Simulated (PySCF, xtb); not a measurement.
CH6CdSSi, SMILES C[S][Cd][SiH3].

xtb 6.7.1 with GFN2-xTB at its own geometry gives an orbital gap of 2.57 eV and a dipole moment of 4.57 D.

Geometry optimised at B3LYP-D3(BJ)/def2-SVP. The structure was generated by enumeration; whether it is a known compound was not checked. The def2 effective core potentials stand for the cores of Cd; spin–orbit coupling is left out. Other conformers were not sampled.

What does PBE/def2-TZVP in PySCF give? (An estimate is asked for; the answer gives what the named calculation found.)

gap 3.36 eV (levels -5.28 and -1.93 eV), dipole 1.50 D.
